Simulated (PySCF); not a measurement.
C$_{2}$H$_{6}$Cl$_{2}$Ge, singlet, geometry from GFN2-xTB; DF-HF/6-31G run with PySCF.

PySCF was given this input:
```python
from pyscf import gto, scf

mol = gto.M(
    atom='''
Ge    0.21534543    0.06425419   -0.52908034
Cl    1.26495334   -1.44744543    0.52128696
Cl    0.42436168    1.84705826    0.59671132
C    -1.72532492   -0.42761925   -0.71789431
C    -2.41016893   -0.60441407    0.62921054
H     0.95021261    0.28198135   -1.85809638
H    -2.21746669    0.35593288   -1.29336995
H    -1.78401479   -1.34907971   -1.29655162
H    -2.36354118    0.31774497    1.20616305
H    -3.45635249   -0.87264794    0.49382087
H    -1.92528352   -1.39128358    1.20473714
''',
    basis='6-31g',
    verbose=4,
    max_memory=1800,
)

mf = scf.RHF(mol)
mf = mf.density_fit(auxbasis='def2-universal-jkfit')
mf.kernel()
```

### Question
Predict the main parts of the log of this PySCF run.

### Answer

```
PySCF version 2.14.0

[INPUT] verbose = 4
[INPUT] num. atoms = 11
[INPUT] num. electrons = 84
[INPUT] charge = 0
[INPUT] spin (= nelec alpha-beta = 2S) = 0
[INPUT] symmetry False subgroup None
[INPUT] Mole.unit = angstrom
[INPUT] Symbol           X                Y                Z      unit          X                Y                Z       unit  Magmom
[INPUT]  1 Ge     0.215345430000   0.064254190000  -0.529080340000 AA    0.406943884877   0.121422821456  -0.999816940492 Bohr   0.0
[INPUT]  2 Cl     1.264953340000  -1.447445430000   0.521286960000 AA    2.390415372954  -2.735275442953   0.985089586707 Bohr   0.0
[INPUT]  3 Cl     0.424361680000   1.847058260000   0.596711320000 AA    0.801927352960   3.490434247516   1.127620970228 Bohr   0.0
[INPUT]  4 C     -1.725324920000  -0.427619250000  -0.717894310000 AA   -3.260391574687  -0.808083268092  -1.356623632284 Bohr   0.0
[INPUT]  5 C     -2.410168930000  -0.604414070000   0.629210540000 AA   -4.554559191636  -1.142177058134   1.189035595290 Bohr   0.0
[INPUT]  6 H      0.950212610000   0.281981350000  -1.858096380000 AA    1.795641593008   0.532867523735  -3.511293271246 Bohr   0.0
[INPUT]  7 H     -2.217466690000   0.355932880000  -1.293369950000 AA   -4.190404734446   0.672615661928  -2.444114983242 Bohr   0.0
[INPUT]  8 H     -1.784014790000  -1.349079710000  -1.296551620000 AA   -3.371299355273  -2.549391172108  -2.450127468161 Bohr   0.0
[INPUT]  9 H     -2.363541180000   0.317744970000   1.206163050000 AA   -4.466445514331   0.600450970758   2.279317826070 Bohr   0.0
[INPUT] 10 H     -3.456352490000  -0.872647940000   0.493820870000 AA   -6.531559596059  -1.649065609766   0.933186198894 Bohr   0.0
[INPUT] 11 H     -1.925283520000  -1.391283580000   1.204737140000 AA   -3.638258564939  -2.629144927804   2.276623246692 Bohr   0.0

nuclear repulsion = 569.975193125838
number of shells = 47
number of NR pGTOs = 250
number of NR cGTOs = 83
basis = 6-31g
ecp = {}

******** <class 'pyscf.df.df_jk.DFRHF'> ********
method = DFRHF
initial guess = minao
damping factor = 0
level_shift factor = 0
DIIS = <class 'pyscf.scf.diis.CDIIS'>
diis_start_cycle = 1
diis_space = 8
diis_damp = 0
SCF conv_tol = 1e-09
SCF conv_tol_grad = None
SCF max_cycles = 50
direct_scf = False
Set gradient conv threshold to 3.16228e-05
Initial guess from minao.
******** <class 'pyscf.df.df.DF'> ********
auxbasis = def2-universal-jkfit
init E= -3073.12612395542
  HOMO = -0.29202852029112  LUMO = 0.0593459875134013  gap/eV = 9.56139
cycle= 1 E= -3073.17067108565  delta_E= -0.0445  |g|= 0.356  |ddm|= 2.86
  HOMO = -0.437308069939616  LUMO = 0.0851181979804725  gap/eV = 14.21594
cycle= 2 E= -3073.22336149745  delta_E= -0.0527  |g|= 0.136  |ddm|= 0.91
  HOMO = -0.426129875389014  LUMO = 0.108556127037634  gap/eV = 14.54955
cycle= 3 E= -3073.22832999863  delta_E= -0.00497  |g|= 0.038  |ddm|= 0.214
  HOMO = -0.426066253030205  LUMO = 0.11349480131665  gap/eV = 14.68220
cycle= 4 E= -3073.22876461209  delta_E= -0.000435  |g|= 0.00877  |ddm|= 0.0577
  HOMO = -0.426297669966473  LUMO = 0.113590539658171  gap/eV = 14.69111
cycle= 5 E= -3073.22879751526  delta_E= -3.29e-05  |g|= 0.00189  |ddm|= 0.0187
  HOMO = -0.426646817890723  LUMO = 0.113267650901638  gap/eV = 14.69182
cycle= 6 E= -3073.22879984633  delta_E= -2.33e-06  |g|= 0.00051  |ddm|= 0.00565
  HOMO = -0.426592236786473  LUMO = 0.113399651590543  gap/eV = 14.69393
cycle= 7 E= -3073.22880005293  delta_E= -2.07e-07  |g|= 0.000155  |ddm|= 0.00194
  HOMO = -0.426564597598049  LUMO = 0.113411042160939  gap/eV = 14.69349
cycle= 8 E= -3073.22880006672  delta_E= -1.38e-08  |g|= 4.4e-05  |ddm|= 0.00041
  HOMO = -0.426571493273044  LUMO = 0.113407494190124  gap/eV = 14.69358
cycle= 9 E= -3073.22880006809  delta_E= -1.37e-09  |g|= 7.49e-06  |ddm|= 0.000149
  HOMO = -0.426570841182857  LUMO = 0.113407817842133  gap/eV = 14.69357
cycle= 10 E= -3073.22880006813  delta_E= -4.27e-11  |g|= 2.26e-06  |ddm|= 2.29e-05
  HOMO = -0.426571195461897  LUMO = 0.113407491949091  gap/eV = 14.69357
Extra cycle  E= -3073.22880006817  delta_E= -3.59e-11  |g|= 9.76e-07  |ddm|= 5.63e-06
converged SCF energy = -3073.22880006817
```
